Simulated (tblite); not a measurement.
Species: C6H7ClOSi.
Cartesian coordinates in Å at the GFN2-xTB level; atoms count from 1:
```
atom  x, y, z in Å
Si1    2.8331    0.2486    0.1959
O2     1.3619   -0.4018   -0.0755
C3     0.1273    0.0995    0.0374
C4    -0.2911    1.3232    0.4188
C5    -1.7413    1.3480    0.3676
C6    -2.2049    0.1508   -0.0398
C7    -1.0630   -0.7168   -0.2769
C8    -1.0113   -1.9877   -0.6907
Cl9   -2.3880   -2.9202   -1.0499
H10    2.9666    0.6642    1.5929
H11    3.0549    1.4041   -0.6745
H12    3.6447   -0.9074   -0.1500
H13    0.3303    2.1482    0.7124
H14   -2.3296    2.2103    0.6238
H15   -3.2250   -0.1489   -0.1791
H16   -0.0720   -2.5053   -0.8237
```

Computed values, GFN2-xTB/tblite, gas phase, harmonic and unscaled. Errors from tens to a few hundred cm⁻¹ against measured bands are possible. Modes of hydrogen on silicon can be 10 to 20 % off. One conformer, not necessarily the lowest.

Harmonic wavenumbers (cm⁻¹): 54.5, 85.1, 117.6, 128.0, 149.1, 216.4, 248.0, 346.6, 464.2, 535.3, 538.2, 597.3, 631.0, 654.0, 728.6, 748.2, 774.2, 783.8, 800.8, 803.6, 818.9, 819.4, 828.8, 859.9, 929.6, 1037.2, 1072.0, 1117.9, 1193.1, 1246.4, 1289.8, 1313.8, 1545.4, 1627.6, 1644.9, 2241.6, 2268.2, 2344.4, 3062.4, 3134.9, 3148.0, 3164.4.

A = 2025, B = 659.0, C = 500.1 MHz; mass 157.995 u (most abundant isotopes); point group Cs, symmetry number 1.

Question: What is the zero-point energy?

Answer: Half the sum of the wavenumbers: 23057 cm⁻¹ = 65.92 kcal/mol.

Question: What is S at 500 K and 1 bar for an ideal gas of classical rigid rotors and harmonic oscillators?

Answer: Translation 43.68, rotation 32.10, vibration 47.74: S = 123.5 cal/(mol K).

Question: And Cp and H(500 K) − H(0)?

Answer: Cp = 54.70 cal/(mol K), of which vibrations give 46.75 (their classical limit is 42 R = 83.5); H(500 K) − H(0) = 16.33 kcal/mol without the zero-point energy, 12.35 from vibrations.

Question: What must be added to the electronic energy to get the Gibbs energy at 500 K and 1 bar?

Answer: ZPE + [H(500 K) − H(0)] − T·S = 65.92 + 16.33 − 61.76 = 20.49 kcal/mol.

Question: Blend soft modes into free rotors: weight 1/[1 + (100 cm⁻¹/ν̃)⁴] for the oscillator and the rest for a rotor with moment μB/(μ + B), μ = h/(8π²ν), B = 10⁻⁴⁴ kg m². What vibrational entropy results?

Answer: 44.66 cal/(mol K) in place of 47.74, which changes −T·S at 500 K by +1.54 kcal/mol.

Question: How do the functions run with temperature in this model?

Answer: 
```json
{"T (K)": "100", "S (cal/(mol K))": "71.0", "Cp (cal/(mol K))": "18.4", "H − H(0) (kcal/mol)": "1.29", "G − H(0) (kcal/mol)": "-5.81", "ln q(vib)": "1.54"}
{"T (K)": "200", "S (cal/(mol K))": "86.5", "Cp (cal/(mol K))": "27.8", "H − H(0) (kcal/mol)": "3.58", "G − H(0) (kcal/mol)": "-13.72", "ln q(vib)": "4.05"}
{"T (K)": "300", "S (cal/(mol K))": "99.8", "Cp (cal/(mol K))": "38.4", "H − H(0) (kcal/mol)": "6.89", "G − H(0) (kcal/mol)": "-23.04", "ln q(vib)": "6.56"}
{"T (K)": "800", "S (cal/(mol K))": "152.5", "Cp (cal/(mol K))": "68.4", "H − H(0) (kcal/mol)": "35.02", "G − H(0) (kcal/mol)": "-87.01", "ln q(vib)": "18.72"}
{"T (K)": "1000", "S (cal/(mol K))": "168.4", "Cp (cal/(mol K))": "73.9", "H − H(0) (kcal/mol)": "49.28", "G − H(0) (kcal/mol)": "-119.15", "ln q(vib)": "23.06"}
```

q(vib) and H(0) count from the zero-point level.

Hindered rotation and anharmonicity are outside this model. Other conformers, if any are populated, would add a mixing term that is left out.

Time: 0.6 s wall. Hardware: Arm Neoverse V2, one thread, on a shared host. The figure is for the frequency step alone.
